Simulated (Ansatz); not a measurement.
A structure relaxed at PBE0-D4/def2-SVP in Ansatz, charge 1, singlet:

```xyz
9

Cu   -0.6771   -0.4074    2.1309
Cu    2.1319   -0.2261    0.7591
Cu   -0.0790   -0.7696   -0.2634
Cu   -2.0852    0.6752   -0.6053
Cu    0.7229    0.8565   -1.9770
O    -0.9854    1.3064   -1.8425
O     1.5972   -0.4652   -1.0050
O    -1.7150   -0.6794    0.6127
O     1.0898   -0.2902    2.1904
```

Task: Give its formula and point group.

Result: Cu5O4⁺. Point group C2v (tolerance 0.1 Å).

Task: Summarise the bond lengths by kind (pairs closer than 1.2 times the sum of covalent radii, bridged metal pairs left out).

Result: 10 × Cu–O 1.77 to 1.86 Å.

The restricted singlet is unstable towards broken spin symmetry at other levels; at PBE0-D4/def2-SVP this wasn't settled. The structure comes from a short search, and lower isomers may exist.
